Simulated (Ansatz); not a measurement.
```yaml
crystal:
  periodic: [false, false, false]
  atoms:
    - {symbol: h, position_ang: [2.579602, 0.877659, -1.049693]}
    - {symbol: C, position_ang: [1.394083, 0.567219, -0.437416]}
    - {symbol: C, position_ang: [0.665533, 1.228997, 0.273903]}
    - {symbol: C, position_ang: [-0.784690, 1.246236, 0.729981]}
    - {symbol: C, position_ang: [-1.578742, 2.073169, 1.705014]}
    - {symbol: O, position_ang: [-1.349428, -0.214989, 0.547249]}
    - {symbol: Zn, position_ang: [-0.331088, -1.981300, -0.239129]}
    - {symbol: C, position_ang: [-1.503398, -3.512313, -0.921149]}
    - {symbol: O, position_ang: [1.075361, -0.885608, -0.880717]}
    - {symbol: H, position_ang: [2.635328, 2.154950, -0.800865]}
    - {symbol: H, position_ang: [3.198972, 0.340543, -0.738840]}
    - {symbol: H, position_ang: [2.410592, 1.029867, -2.205698]}
    - {symbol: H, position_ang: [0.673251, 2.117514, 0.405799]}
    - {symbol: H, position_ang: [-1.313810, 2.872349, 2.005978]}
    - {symbol: H, position_ang: [-1.571726, 1.466596, 2.524593]}
    - {symbol: H, position_ang: [-2.404584, 2.118477, 1.395560]}
    - {symbol: H, position_ang: [-1.509003, -3.614446, -1.396959]}
    - {symbol: H, position_ang: [-1.641039, -3.871695, 0.093902]}
    - {symbol: H, position_ang: [-0.247577, -4.363966, -0.840004]}
basis:
  gaussian: {orbitals: ANO-RCC-VTZP}
magnetization: {spin_polarized: true, initial_magnetization: 0}
hamiltonian: {xc: {name: B3LYP5}, pseudopotentials: {relativity: none}}
scf: {lower_state_search: full}
output: {forces: true}
```

```sh
$ ansatz run in.yaml --threads 4 --pin off --events-out ev --progress --plain --max-ram 46080MiB --backend cpu
```

**Question.** How does Ansatz answer? (Best estimate.)

**Answer.** Ansatz gave: The program refused the input.
```
Error: YAML parse error: error: line 4 column 16: `h` is not an element symbol (H … Og, case-exact)
 --> <input>:4:16
2 |   periodic: [false, false, false]
3 |   atoms:
4 |     - {symbol: h, position_ang: [2.579602, 0.877659, -1.049693]}
5 |     - {symbol: C, position_ang: [1.394083, 0.567219, -0.437416]}
6 |     - {symbol: C, position_ang: [0.665533, 1.228997, 0.273903]}
```

B3LYP here is the variant with VWN-RPA as its local correlation; programs differ in this.
